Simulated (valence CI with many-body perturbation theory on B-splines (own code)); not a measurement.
**Energy levels of Cd¹⁴⁺**

Level of theory: valence CI with perturbative core correlation (CI+MBPT): six valence electrons over a frozen Dirac-Fock core [Ar] 3d10, a basis of 9 s, 9 p, 8 d, 6 f, 3 g, 1 h functions for each j, with the one-electron correlation potential Σ1 (screened to all orders), the two-electron term Σ2, the three-electron term Σ3, Breit, model QED; selected single and double excitations, second order for the rest, scaled by the run's own slope (own B-spline code, finite nucleus).

No measured spectrum was set against this ion. As an estimate, levels hold to about 250 cm⁻¹ or 0.2 % of their energy and the worst to 1 %, as in measured heavy ions of charge 2 to 7; those with d or f electrons hold less well. Among the levels kept, up to 1200 cm⁻¹ of a level comes from second order outside the variational space, and about a tenth of that is noise between levels of different J, which matters for small intervals.

Levels 1 to 39 of 39, with energies above the lowest level, 4s2 4p4 3P_2. "Leading %" is the weight of the configuration and term that name the level; weights of strongly mixed levels are sums over their largest components and can fall short. Lifetimes count E1, E2, E3, M1 and M2 decay at the calculated energies, and are blank where another channel may lead or the interval is too uncertain; long ones can be off by a factor of two.

| No. | Configuration | Term | J | E (eV) | Leading % | g | Lifetime |
| --- | --- | --- | --- | --- | --- | --- | --- |
| 1 | 4s2 4p4 | 3P | 2 | 0.000 | 79 | 1.405 |  |
| 2 | 4s2 4p4 | 3P | 0 | 3.531 | 58 |  | 1.38 s |
| 3 | 4s2 4p4 | 3P | 1 | 6.902 | 97 | 1.500 | 296 μs |
| 4 | 4s2 4p4 | 1D | 2 | 9.292 | 79 | 1.094 | 375 μs |
| 5 | 4s2 4p4 | 1S | 0 | 18.399 | 58 |  | 57.5 μs |
| 6 | 4s 4p5 | 3P° | 2 | 45.643 | 86 | 1.500 | 111 ps |
| 7 | 4s 4p5 | 3P° | 1 | 49.043 | 71 | 1.421 | 74.5 ps |
| 8 | 4s 4p5 | 3P° | 0 | 53.024 | 84 |  | 97.6 ps |
| 9 | 4s 4p5 | 1P° | 1 | 58.623 | 58 | 1.076 | 40.9 ps |
| 10 | 4s2 4p3 4d | 5D° | 2 | 62.063 | 44 | 1.189 | 827 ps |
| 11 | 4s2 4p3 4d | 5D° | 3 | 62.311 | 56 | 1.356 | 1.21 ns |
| 12 | 4s2 4p3 4d | 5D° | 0 | 62.339 | 72 |  | 653 ps |
| 13 | 4s2 4p3 4d | 5D° | 1 | 62.806 | 80 | 1.442 | 178 ps |
| 14 | 4s2 4p3 4d | 5D° | 4 | 63.369 | 70 | 1.413 | 3.85 ms |
| 15 | 4s2 4p3 4d | 5D° | 2 | 64.750 | 38 | 1.227 | 181 ps |
| 16 | 4s2 4p3 4d | 5D° | 3 | 67.670 | 29 | 1.185 | 303 ps |
| 17 | 4s2 4p3 4d | 3D° | 1 | 68.153 | 85 | 0.620 | 484 ps |
| 18 | 4s2 4p3 4d | 3F° | 2 | 68.397 | 50 | 0.934 | 529 ps |
| 19 | 4s2 4p3 4d | 1S° | 0 | 68.563 | 71 |  | 15.1 ns |
| 20 | 4s2 4p3 4d | 3F° | 3 | 69.300 | 69 | 1.142 | 429 ps |
| 21 | 4s2 4p3 4d | 3G° | 3 | 69.909 | 39 | 1.050 | 238 ps |
| 22 | 4s2 4p3 4d | 3G° | 4 | 70.467 | 53 | 1.173 | 491 μs |
| 23 | 4s2 4p3 4d | 3F° | 4 | 71.508 | 82 | 1.222 |  |
| 24 | 4s2 4p3 4d | 3D° | 1 | 72.092 | 83 | 0.617 | 48.1 ps |
| 25 | 4s2 4p3 4d | 1G° | 4 | 72.668 | 63 | 1.042 |  |
| 26 | 4s2 4p3 4d | 3G° | 5 | 73.036 | 97 | 1.199 |  |
| 27 | 4s2 4p3 4d | 1D° | 2 | 74.139 | 39 | 0.956 | 120 ps |
| 28 | 4s2 4p3 4d | 3P° | 1 | 75.186 | 53 | 1.365 | 21.7 ps |
| 29 | 4s2 4p3 4d | 3P° | 0 | 75.558 | 67 |  | 87.3 ps |
| 30 | 4s2 4p3 4d | 3D° | 2 | 76.725 | 64 | 1.204 | 278 ps |
| 31 | 4s2 4p3 4d | 3F° | 2 | 77.676 | 55 | 0.974 | 18.9 ps |
| 32 | 4s2 4p3 4d | 3F° | 3 | 77.742 | 65 | 1.084 | 88.2 ps |
| 33 | 4s2 4p3 4d | 3D° | 3 | 78.778 | 48 | 1.150 | 40.2 ps |
| 34 | 4s2 4p3 4d | 3P° | 2 | 79.739 | 54 | 1.315 | 4.79 ps |
| 35 | 4s2 4p3 4d | 3P° | 1 | 80.056 | 42 | 1.238 | 4.42 ps |
| 36 | 4s2 4p3 4d | 3F° | 4 | 81.300 | 60 | 1.197 | 93.7 μs |
| 37 | 4s2 4p3 4d | 3S° | 1 | 81.414 | 68 | 1.725 | 4.87 ps |
| 38 | 4s2 4p3 4d | 3D° | 3 | 82.316 | 68 | 1.254 | 3.21 ps |
| 39 | 4s2 4p3 4d | 3P° | 2 | 82.481 | 60 | 1.326 | 24.4 ps |

Names give the largest LS component (configuration and term), which can be under half, so a name can repeat, a term be missing and a line seem to break the LS rules; names also repeat where a configuration has a term twice.

The ionisation energy to 4s2 4p3 4S°_3/2 of the next ion comes out as 359 eV (NIST: 358 ± 3 eV (theoretical)). All 39 levels together are meant to be complete up to 84.542 eV.
